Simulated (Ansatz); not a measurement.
CH₃Be (SMILES [Be+][CH3]), charge +1, singlet, geometry from GFN2-xTB (such geometries of metal compounds can be far from the true shape); PBE0/STO-3G (Ansatz, an electronic-structure program).

The Ansatz input:
Ansatz 0.2 input:
```yaml
crystal:
  periodic: [false, false, false]
  atoms:
    - {symbol: Be, position_ang: [-0.87759202, -0.53854405, -0.72562287]}
    - {symbol: C, position_ang: [0.27844652, 0.17087179, 0.23022904]}
    - {symbol: H, position_ang: [0.87946345, -0.51977720, 0.85011061]}
    - {symbol: H, position_ang: [-0.09394812, 0.89853793, 0.97473878]}
    - {symbol: H, position_ang: [1.05417361, 0.75018474, -0.30373214]}
basis:
  gaussian:
    orbitals: STO-3G
hamiltonian:
  xc: pbe0
total_charge: 1
```

**Question.** Predict the main parts of the log of this Ansatz run.

**Answer.** 
```
Functional definition: PBE0
165 factors; integrals over basis functions are off by at most 5.4e-4 eV
mean field evaluation 1: about -1454.2271 eV, gradient 3.2e1 eV
mean field evaluation 2: about -1451.7927 eV, gradient 4.1e1 eV
mean field evaluation 4: about -1457.7218 eV, gradient 3.4e-1 eV
mean field evaluation 8: about -1457.6953 eV, gradient 6.3e-3 eV
mean field -1457.69534288 eV, -53.5693157895 hartree, gradient 3.8e-5 eV, S^2 0.000000; 0 other end points of the search recorded, 0 dependent functions left out
reference -1457.69536052 eV, -53.5693164378 hartree; 6, 6 occupied and 7, 7 virtual orbitals, 165 factors
Total energy: -1457.69536052 eV, -53.5693164378 hartree
```
